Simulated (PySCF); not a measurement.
Sc²⁺ (scandium, charge +2): M06-L calculation

Configuration: [Ar] 3d1, 2D determinant. Calculation: PySCF 2.14, in def2-SVP (5s3p2d1f, 31 functions); the non-relativistic Hamiltonian (point nucleus).

```json
{
  "Total energy": "-759.790 hartree",
  "One-electron energy": "-1028.549 hartree",
  "Hartree (Coulomb) energy": "307.368 hartree",
  "Exchange-correlation energy": "-38.609 hartree",
  "Kinetic energy": "758.85101 hartree",
  "⟨S²⟩": "0.7503",
  "⟨L²⟩": "6.006",
  "Sum of ⟨r⟩": "13.39 bohr",
  "Sum of ⟨r²⟩": "16.28 bohr²",
  "Traceless quadrupole moment −½Σ⟨3z² − r²⟩ along its main axis": "0.828 e·bohr²",
  "Density at the nucleus (Gaussians lack the cusp)": "5800 bohr⁻³",
  "Spin density at the nucleus": "0.00301 bohr⁻³",
  "Langevin diamagnetic susceptibility": "-12.9 ×10⁻⁶ cm³/mol",
  "Time after the integrals": "0.78 s of wall time on 1 thread of Neoverse-V1 (shared host)"
}
```

```json
{"shell": "1s α", "electrons": "1", "mean orbital energy (eV)": "-4404.7", "spread (eV)": "0", "rms radius, mean of both spins (bohr)": "0.0853"}
{"shell": "1s β", "electrons": "1", "mean orbital energy (eV)": "-4404.7", "spread (eV)": "0", "rms radius, mean of both spins (bohr)": "0.0853"}
{"shell": "2s α", "electrons": "1", "mean orbital energy (eV)": "-493.49", "spread (eV)": "0", "rms radius, mean of both spins (bohr)": "0.374"}
{"shell": "2s β", "electrons": "1", "mean orbital energy (eV)": "-493.14", "spread (eV)": "0", "rms radius, mean of both spins (bohr)": "0.374"}
{"shell": "2p α", "electrons": "3", "mean orbital energy (eV)": "-408.30", "spread (eV)": "0.244", "rms radius, mean of both spins (bohr)": "0.342"}
{"shell": "2p β", "electrons": "3", "mean orbital energy (eV)": "-408.03", "spread (eV)": "0.552", "rms radius, mean of both spins (bohr)": "0.342"}
{"shell": "3s α", "electrons": "1", "mean orbital energy (eV)": "-72.338", "spread (eV)": "0", "rms radius, mean of both spins (bohr)": "1.16"}
{"shell": "3s β", "electrons": "1", "mean orbital energy (eV)": "-71.509", "spread (eV)": "0", "rms radius, mean of both spins (bohr)": "1.16"}
{"shell": "3p α", "electrons": "3", "mean orbital energy (eV)": "-50.239", "spread (eV)": "0.642", "rms radius, mean of both spins (bohr)": "1.26"}
{"shell": "3p β", "electrons": "3", "mean orbital energy (eV)": "-49.329", "spread (eV)": "1.287", "rms radius, mean of both spins (bohr)": "1.26"}
{"shell": "3d α", "electrons": "1", "mean orbital energy (eV)": "-18.466", "spread (eV)": "0", "rms radius, mean of both spins (bohr)": "1.74"}
```
